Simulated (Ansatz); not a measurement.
C3H11BSi can be A, `CB(C)C[SiH3]`, or B, `CB[SiH2]CC`.

Isolated molecules relaxed with PBE0-D4/def2-TZVP in Ansatz; ΔE leaves out vibrations. CCSD(T)/CBS is the MP2 limit (def2-TZVPP, def2-QZVPP) plus CCSD(T) − MP2 in def2-TZVPP, frozen cores. Functionals use def2-TZVPP. B3LYP here is the variant with VWN-RPA as its local correlation; programs differ in this. One conformer a species, not always the lowest.

Q: Which is lower in electronic energy at CCSD(T)/CBS, and by how much? (Estimate.)

A: Computed: A, by 25.1 kcal/mol.

Q: Give E(B) − E(A) in kcal/mol with B3LYP-D4, HF/def2-TZVPP, B2PLYP, CCSD(T)/def2-TZVPP, B3LYP, PBE-D4, ωB97M-V. (An estimate is asked.)

A: The calculation gave: B3LYP-D4 25.0, HF/def2-TZVPP 24.2, B2PLYP 25.3, CCSD(T)/def2-TZVPP 25.1, B3LYP 24.4, PBE-D4 24.1, ωB97M-V 26.2. None reverses the order clearly.

Largest T1 diagnostic: 0.011.

In def2-TZVPP, CCSD(T) changes the Hartree–Fock value by +0.9 kcal/mol (the triples alone add +0.2 kcal/mol) and MP2 by +2.7 kcal/mol.
